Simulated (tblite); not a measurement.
C4H12N2OSi.
Geometry (GFN2-xTB, Å), atoms numbered from 1 in this order:
```xyz
20
C4H12N2OSi angstrom
C     -2.7440    0.5692   -0.0780
C     -2.2749   -0.8629    0.1425
C     -0.8411   -1.0832   -0.2868
O     -0.5437   -2.0356   -0.9770
Si     0.5136    0.1490    0.3175
N      0.6204    1.6834   -0.4689
N      1.9436   -0.6884   -0.0849
C      3.2772   -0.2729    0.2631
H     -2.1522    1.2620    0.5139
H     -2.6533    0.8407   -1.1275
H     -3.7873    0.6725    0.2131
H     -2.3160   -1.0980    1.2098
H     -2.9227   -1.5648   -0.3889
H      0.2683    0.4823    1.7294
H     -0.0812    2.3875   -0.3114
H      0.9281    1.7061   -1.4286
H      1.8769   -1.6722   -0.2953
H      3.2721    0.8008    0.4309
H      3.6392   -0.7643    1.1730
H      3.9717   -0.5005   -0.5488
```

Level: GFN2-xTB in tblite, geometry and Hessian alike; calculated harmonic values, unscaled, isolated species. Errors from tens to a few hundred cm⁻¹ against measured bands are possible. Modes of hydrogen on silicon can be 10 to 20 % off. One conformer, not necessarily the lowest.

Harmonic wavenumbers (cm⁻¹): 33.2, 51.0, 83.8, 101.8, 121.7, 142.6, 172.4, 186.1, 209.2, 225.9, 307.6, 342.2, 427.4, 465.0, 495.9, 536.8, 597.2, 662.0, 704.9, 782.4, 816.5, 840.0, 903.3, 957.3, 1022.9, 1073.2, 1093.1, 1108.5, 1155.7, 1176.6, 1223.3, 1304.7, 1373.4, 1407.5, 1418.5, 1455.7, 1490.7, 1500.7, 1502.1, 1503.1, 1511.1, 1721.5, 2172.3, 2909.9, 2954.1, 2963.2, 2972.6, 3028.4, 3035.4, 3042.6, 3047.3, 3457.7, 3468.3, 3511.5.

A = 2759, B = 1062, C = 841.5 MHz; mass 132.072 u (most abundant isotopes); point group C1, symmetry number 1.

What is the zero-point energy?

Half the sum of the wavenumbers: 35386 cm⁻¹ = 423.31 kJ/mol.

Give the ideal-gas entropy at 500 K and 1 bar in the rigid-rotor, harmonic-oscillator model (classical rotation).

Translation 180.51, rotation 128.86, vibration 263.20: S = 572.6 J/(mol K).

And Cp and H(500 K) − H(0)?

Cp = 255.75 J/(mol K), of which vibrations give 222.49 (their classical limit is 54 R = 449.0); H(500 K) − H(0) = 79.52 kJ/mol without the zero-point energy, 62.89 from vibrations.

Blend soft modes into free rotors: weight 1/[1 + (100 cm⁻¹/ν̃)⁴] for the oscillator and the rest for a rotor with moment μB/(μ + B), μ = h/(8π²ν), B = 10⁻⁴⁴ kg m². What vibrational entropy results?

239.14 J/(mol K) in place of 263.20, which changes −T·S at 500 K by +12.03 kJ/mol.

Which modes carry the vibrational entropy at 500 K?

33.2 cm⁻¹: 27.84; 51.0 cm⁻¹: 24.28; 83.8 cm⁻¹: 20.16; 101.8 cm⁻¹: 18.55; 121.7 cm⁻¹: 17.08; 142.6 cm⁻¹: 15.78 J/(mol K); the other 48 give 139.50 together.

What must be added to the electronic energy to get the Gibbs energy at 500 K and 1 bar?

ZPE + [H(500 K) − H(0)] − T·S = 423.31 + 79.52 − 286.28 = 216.55 kJ/mol.

Hindered rotation and anharmonicity are outside this model. Other conformers, if any are populated, would add a mixing term that is left out. The structure is chiral; the term R ln 2 for an equal mix with its mirror image is left out.
